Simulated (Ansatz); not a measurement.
# A saddle search, step by step

Si3N2H10Cl, doublet, PBE0-D4/def2-TZVP (Ansatz 0.2.0). Settings; a guess of the unstable mode was typed too, and convergence needs a confirmed negative curvature besides the force tolerance:

```yaml
hamiltonian: {xc: pbe0, dispersion: d4}
saddle:
  f_tol: 0.02
  max_steps: 40
```

Start:

| atom | x (Å) | y (Å) | z (Å) |
| --- | --- | --- | --- |
| Si1 | 0.6775 | 0.8755 | 1.0322 |
| N2 | 1.1107 | -0.5921 | 0.1067 |
| Si3 | 0.8019 | -0.6820 | -1.6365 |
| N4 | -0.8905 | 1.2649 | 0.4504 |
| Si5 | -2.4051 | 0.3157 | 0.5094 |
| H6 | 0.6423 | 0.3299 | 2.3948 |
| H7 | 2.3569 | -0.3890 | 0.3057 |
| Cl8 | 3.6284 | 0.4949 | 0.9032 |
| H9 | 0.8279 | -1.6276 | 0.5605 |
| H10 | 1.6543 | -1.7655 | -2.2385 |
| H11 | -0.4710 | -1.0998 | -1.8998 |
| H12 | 1.2915 | 0.6548 | -2.1637 |
| H13 | -1.0292 | 2.1119 | 0.0914 |
| H14 | -1.9239 | -1.1221 | 0.8691 |
| H15 | -3.2965 | 0.7807 | 1.5728 |
| H16 | -3.0803 | 0.2892 | -0.7894 |

| step | energy less the last (meV) | largest force component (eV/Å) |
| --- | --- | --- |
| 1 | 957.6 | 4.358 |
| 2 | 140.8 | 2.241 |
| 3 | 22.1 | 0.546 |
| 4 | 1.7 | 0.244 |
| 5 | 0.8 | 0.083 |
| 6 | 1.5 | 0.095 |
| 7 | 1.6 | 0.077 |
| 8 | 1.5 | 0.051 |
| 9 | 0.9 | 0.046 |
| 10 | 0.8 | 0.049 |
| 11 | 0.4 | 0.012 |
| 12 | 0.3 | 0.008 |
| 13 | 0.2 | 0.006 |
| 14 | 0.1 | 0.008 |
| 15 | 0.0 | 0.004 |

Step 12, positions (Å) and forces (eV/Å):

```csv
atom,x,y,z,Fx,Fy,Fz
Si1,0.633,0.816,1.030,0.005,-0.005,-0.002
N2,1.186,-0.649,0.099,0.000,0.008,-0.003
Si3,0.849,-0.720,-1.643,-0.005,0.002,0.001
N4,-0.925,1.247,0.415,0.003,0.003,0.001
Si5,-2.375,0.301,0.508,-0.006,-0.002,0.001
H6,0.569,0.312,2.428,-0.001,0.000,0.000
H7,2.396,-0.367,0.336,0.001,-0.004,0.005
Cl8,3.627,0.426,0.893,-0.003,-0.001,-0.002
H9,0.991,-1.520,0.586,0.001,0.001,-0.001
H10,1.713,-1.770,-2.230,0.000,-0.001,0.000
H11,-0.577,-1.053,-1.878,0.003,0.003,0.000
H12,1.174,0.618,-2.183,0.001,0.000,0.000
H13,-1.019,2.201,0.097,0.000,-0.001,-0.001
H14,-1.941,-1.086,0.821,0.000,-0.001,0.003
H15,-3.301,0.766,1.576,0.000,0.001,-0.002
H16,-3.107,0.318,-0.785,0.001,-0.003,0.000
```

Last step (15):

Si1  (0.633, 0.813, 1.030)
N2  (1.185, -0.649, 0.093)
Si3  (0.851, -0.711, -1.650)
N4  (-0.927, 1.246, 0.420)
Si5  (-2.375, 0.299, 0.516)
H6  (0.569, 0.303, 2.425)
H7  (2.396, -0.372, 0.336)
Cl8  (3.626, 0.418, 0.897)
H9  (0.986, -1.522, 0.575)
H10  (1.706, -1.766, -2.239)
H11  (-0.578, -1.030, -1.887)
H12  (1.188, 0.626, -2.184)
H13  (-1.020, 2.197, 0.094)
H14  (-1.941, -1.077, 0.880)
H15  (-3.320, 0.795, 1.552)
H16  (-3.087, 0.268, -0.789)
(Å)

Hardware: 4 CPU threads of an AMD EPYC 7R13 and a share of one NVIDIA H100, shared host. Wall time 4.1 min; peak host memory 1 GiB.
